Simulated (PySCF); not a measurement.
As: ionisation energy

As [Ar] 3d10 4s2 4p3 [4p1/2^2 4p3/2^1, M_J = 3/2] → As+ [Ar] 3d10 4s2 4p2 [4p1/2^2, M_J = 0], as a difference of total energies. All numbers are calculated (PySCF 2.14, the two-component X2C-1e Hamiltonian, in x2c-QZVPPall-2c (11s10p5d4f1g, 103 functions)). Correlated levels: [Ne] frozen; the 8 highest virtual spinors dropped. "Screened" scales the spin-orbit matrix elements by Boettger's factors to mimic the two-electron term; Breit and QED terms are absent.

```tsv
method	ionisation energy (eV)
GHF (spin-free)	9.486
GMP2 (spin-free)	10.006
GHF (screened spin-orbit)	9.370
GMP2 (screened spin-orbit)	9.889
```

Question: How much does correlation contribute at GMP2 (screened spin-orbit)?

Answer: 9.889 − (9.370) = 0.519 eV, measured against GHF (screened spin-orbit).

The spin-free rows relax to the high-spin LS determinant and lack the spin-orbit shift.

Errors of the correlated levels include the incompleteness of this basis and the frozen core.

The labels give the starting determinants; with spin-orbit coupling the two ends relaxed to ⟨J²⟩ = 3.75, ⟨L²⟩ = 0.01, ⟨S²⟩ = 3.74 and ⟨J²⟩ = 1.63, ⟨L²⟩ = 2.01, ⟨S²⟩ = 1.99.

The determinant of As+ mixes levels of different J (the jj label is only the starting occupation), so the difference between spin-free and spin-orbit rows is not the physical spin-orbit shift.

For comparison: 9.789 eV (measured; NIST Atomic Spectra Database, ionization energies).
